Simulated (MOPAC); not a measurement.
MOPAC input (PM7):

```
PM7 PRECISE GNORM=0.05 LET XYZ UHF MS=0.5 GEO-OK AUX(PRECISION=9) THREADS=1
C3H3N2

C     0.43253900 1    1.09436700 1   -0.08055900 1
C    -0.90353300 1    0.83321000 1    0.07923300 1
C    -0.92830600 1   -0.57986500 1    0.12239800 1
N     0.28165600 1   -1.11793900 1   -0.00019900 1
N     1.11734700 1   -0.05207400 1   -0.12591200 1
H    -1.71798100 1    1.52987000 1    0.15220800 1
H    -1.78368200 1   -1.22649100 1    0.23838700 1
H     2.10444800 1   -0.19955600 1   -0.23425000 1
```

Output:

```
 *******************************************************************************
 **                                                                           **
 **                              MOPAC v23.2.5                                **
 **                                                                           **
 *******************************************************************************
 ** MOPAC's Digital Object Identifier: https://doi.org/10.5281/zenodo.6511958 **
 **                                                                           **
 ** Please cite the open-source release paper for use of this MOPAC version:  **
 ** J. E. Moussa and J. J. P. Stewart (2026)                                  **
 ** MOPAC: An open-source semiempirical molecular orbital program             **
 ** J. Open Source Softw., 11(119), 8025, https://doi.org/10.21105/joss.08025 **
 *******************************************************************************

                              PM7 CALCULATION RESULTS

 *******************************************************************************
 *  PM7        - The PM7 Hamiltonian to be used
 *  GEO-OK     - OVERRIDE INTERATOMIC DISTANCE AND OTHER SAFETY CHECKS
 *  UHF        - UNRESTRICTED HARTREE-FOCK CALCULATION
 *  MS=        - IN MECI, MAGNETIC COMPONENT OF SPIN =  0.5
 *  LET        - OVERRIDE SOME SAFETY CHECKS
 *  PRECISE    - TIGHTER CRITERIA TO BE USED
 *  XYZ        - CARTESIAN COORDINATE SYSTEM TO BE USED
 *  GNORM      - EXIT WHEN GRADIENT NORM DROPS BELOW 0.050
 *  AUX        - OUTPUT AUXILIARY INFORMATION
 *******************************************************************************
PM7 PRECISE GNORM=0.05 LET XYZ UHF MS=0.5 GEO-OK AUX(PRECISION=9) THREADS=1
 C3H3N2

   ATOM   CHEMICAL          X               Y               Z
  NUMBER   SYMBOL      (ANGSTROMS)     (ANGSTROMS)     (ANGSTROMS)

     1       C          0.43253900  *   1.09436700  *  -0.08055900  *
     2       C         -0.90353300  *   0.83321000  *   0.07923300  *
     3       C         -0.92830600  *  -0.57986500  *   0.12239800  *
     4       N          0.28165600  *  -1.11793900  *  -0.00019900  *
     5       N          1.11734700  *  -0.05207400  *  -0.12591200  *
     6       H         -1.71798100  *   1.52987000  *   0.15220800  *
     7       H         -1.78368200  *  -1.22649100  *   0.23838700  *
     8       H          2.10444800  *  -0.19955600  *  -0.23425000  *

          CARTESIAN COORDINATES

    NO.       ATOM           X           Y           Z

     1         C          0.4325      1.0944     -0.0806
     2         C         -0.9035      0.8332      0.0792
     3         C         -0.9283     -0.5799      0.1224
     4         N          0.2817     -1.1179     -0.0002
     5         N          1.1173     -0.0521     -0.1259
     6         H         -1.7180      1.5299      0.1522
     7         H         -1.7837     -1.2265      0.2384
     8         H          2.1044     -0.1996     -0.2343

 General Reference for PM7:
 "Optimization of Parameters for Semiempirical Methods VI: More Modifications to the
 NDDO Approximations and Re-optimization of Parameters", J. J. P. Stewart, J. Mol. Mod., 1:32, 19 (2013)
 https://link.springer.com/article/10.1007/s00894-012-1667-x

           Empirical Formula: C3 H3 N2  =     8 atoms

      MOLECULAR POINT GROUP   :   Cs

          UHF CALCULATION, NO. OF ALPHA ELECTRONS =   13
                           NO. OF BETA  ELECTRONS =   12

          Geometry optimization using EF

          DIAGONAL MATRIX USED AS START HESSIAN

 CYCLE:     1  GRAD.:   104.278 HEAT:  110.1160
 CYCLE:     2  GRAD.:   356.441 HEAT:  136.4883
 CYCLE:     3  GRAD.:   102.521 HEAT:  111.6868
 CYCLE:     4  GRAD.:   347.690 HEAT:  130.2794
 CYCLE:     5  GRAD.:   183.051 HEAT:  117.6854
 CYCLE:     6  GRAD.:   432.432 HEAT:  124.4629
 CYCLE:     7  GRAD.:   426.132 HEAT:  150.6675
 CYCLE:     8  GRAD.:   165.082 HEAT:  116.5836
 CYCLE:     9  GRAD.:   392.433 HEAT:  144.4967
 CYCLE:    10  GRAD.:   443.201 HEAT:  123.5514
 CYCLE:    11  GRAD.:   312.167 HEAT:  141.3039
 CYCLE:    12  GRAD.:   247.916 HEAT:  130.1844
 CYCLE:    13  GRAD.:   326.918 HEAT:  134.7210
 CYCLE:    14  GRAD.:   193.326 HEAT:  121.2666
 CYCLE:    15  GRAD.:   350.573 HEAT:  132.1270
 CYCLE:    16  GRAD.:   176.884 HEAT:  121.4715
 CYCLE:    17  GRAD.:   157.754 HEAT:  116.6442
 CYCLE:    18  GRAD.:    33.705 HEAT:  107.8375
 CYCLE:    19  GRAD.:    26.560 HEAT:  107.7538
 CYCLE:    20  GRAD.:     9.302 HEAT:  107.4731
 CYCLE:    21  GRAD.:     4.814 HEAT:  107.4459
 CYCLE:    22  GRAD.:     0.718 HEAT:  107.4370
 CYCLE:    23  GRAD.:     0.321 HEAT:  107.4369
 CYCLE:    24  GRAD.:     0.056 HEAT:  107.4369
 CYCLE:    25  GRAD.:     0.034 HEAT:  107.4369

     GRADIENT =  0.03431 IS LESS THAN CUTOFF =  0.05000

 -------------------------------------------------------------------------------
 PM7 PRECISE GNORM=0.05 LET XYZ UHF MS=0.5 GEO-OK AUX(PRECISION=9) THREADS=1
 C3H3N2

     GEOMETRY OPTIMISED USING EIGENVECTOR FOLLOWING (EF).
     SCF FIELD WAS ACHIEVED

                              PM7 CALCULATION
                                                       MOPAC v23.2.5 Linux

          FINAL HEAT OF FORMATION =        107.43688 KCAL/MOL =     449.51591 KJ/MOL

          COSMO AREA              =         99.10 SQUARE ANGSTROMS
          COSMO VOLUME            =         84.29 CUBIC ANGSTROMS

          GRADIENT NORM           =          0.03431          =       0.01213 PER ATOM
          IONIZATION POTENTIAL    =         10.153146 EV
          ALPHA SOMO LUMO (EV)    =        -10.169  0.374
          BETA  SOMO LUMO (EV)    =        -10.153 -1.318
          NO. OF ALPHA ELECTRONS  =         13
          NO. OF BETA  ELECTRONS  =         12
          MOLECULAR WEIGHT        =         67.0701         POINT GROUP:  Cs

          MOLECULAR DIMENSIONS (Angstroms)

            Atom       Atom       Distance
            H     8    H     6     4.25956
            H     7    C     1     3.03192
            C     2    C     3     0.00000

          SCF CALCULATIONS        =         26

   ATOM   CHEMICAL          X               Y               Z
  NUMBER   SYMBOL      (ANGSTROMS)     (ANGSTROMS)     (ANGSTROMS)

     1       C          0.43297900  *   1.08490386  *  -0.08033943  *
     2       C         -0.91053997  *   0.85395159  *   0.07944022  *
     3       C         -0.95757640  *  -0.58469424  *   0.12587334  *
     4       N          0.28290174  *  -1.11690020  *  -0.00037088  *
     5       N          1.15603369  *  -0.05686369  *  -0.13018613  *
     6       H         -1.72404445  *   1.53459812  *   0.15276385  *
     7       H         -1.82916459  *  -1.20379682  *   0.24292489  *
     8       H          2.13084513  *  -0.23525871  *  -0.23624012  *

                             CARTESIAN COORDINATES

   1    C        0.432978997     1.084903861    -0.080339431
   2    C       -0.910539972     0.853951588     0.079440217
   3    C       -0.957576396    -0.584694242     0.125873344
   4    N        0.282901739    -1.116900199    -0.000370879
   5    N        1.156033694    -0.056863690    -0.130186133
   6    H       -1.724044449     1.534598124     0.152763852
   7    H       -1.829164590    -1.203796818     0.242924894
   8    H        2.130845135    -0.235258708    -0.236240120

           Empirical Formula: C3 H3 N2  =     8 atoms

      MOLECULAR POINT GROUP   :   Cs

          ALPHA EIGENVALUES
 -40.38532 -30.91769 -27.23196 -21.42726 -20.82033 -17.94046 -15.54656 -15.38887
 -14.74583 -12.30462 -11.21023 -10.53725 -10.16865   0.37448   0.91932   1.58797
   3.15164   3.91803   4.73297   5.18378   5.65345   5.93561   6.12386

           BETA EIGENVALUES
 -40.37492 -30.83528 -27.08182 -21.34068 -20.66701 -17.30852 -15.48655 -15.30339
 -14.58063 -11.88054 -10.49470 -10.15315  -1.31751   0.55607   1.11034   1.80530
   3.30924   4.07682   4.74853   5.34561   5.67849   5.88392   6.12626

              NET ATOMIC CHARGES AND DIPOLE CONTRIBUTIONS

  ATOM NO.   TYPE          CHARGE      No. of ELECS.   s-Pop       p-Pop
    1          C           0.173015        3.8270     1.23748     2.58950
    2          C          -0.360080        4.3601     1.07754     3.28254
    3          C          -0.028325        4.0283     1.09803     2.93029
    4          N          -0.259664        5.2597     1.80234     3.45733
    5          N          -0.243095        5.2431     1.51884     3.72425
    6          H           0.190874        0.8091     0.80913
    7          H           0.186377        0.8136     0.81362
    8          H           0.340898        0.6591     0.65910
 DIPOLE           X         Y         Z       TOTAL
 POINT-CHG.     0.633     0.908    -0.098     1.111
 HYBRID         0.319     0.306    -0.045     0.444
 SUM            0.952     1.214    -0.143     1.549

          ATOMIC ORBITAL ELECTRON POPULATIONS

     Atom    s        px        py        pz
    1  C   1.23748   0.88393   0.75782   0.94776
    2  C   1.07754   1.02864   1.02248   1.23142
    3  C   1.09803   0.96243   0.96705   1.00081
    4  N   1.80234   1.06056   1.11374   1.28303
    5  N   1.51884   1.14674   1.05451   1.52301
    6  H   0.80913
    7  H   0.81362
    8  H   0.65910

                    (SZ)    =    0.500000
                    (S**2)  =    0.766352

          ATOMIC ORBITAL SPIN POPULATIONS

    Atom   Total    s     px     py     pz
         Atomic
    1  C  0.9744  0.196  0.200  0.474  0.105
    2  C -0.0519  0.006  0.016 -0.004 -0.071
    3  C  0.0669  0.011 -0.002  0.022  0.036
    4  N  0.0603 -0.007  0.000  0.099 -0.031
    5  N -0.0512  0.000 -0.009 -0.008 -0.034
    6  H  0.0024  0.002
    7  H -0.0005 -0.001
    8  H -0.0003 -0.000

 **********************
 *                    *
 * JOB ENDED NORMALLY *
 *                    *
 **********************

 == MOPAC DONE ==
```

The geometry given is a B3LYP-D3(BJ)/def2-TZVP minimum.
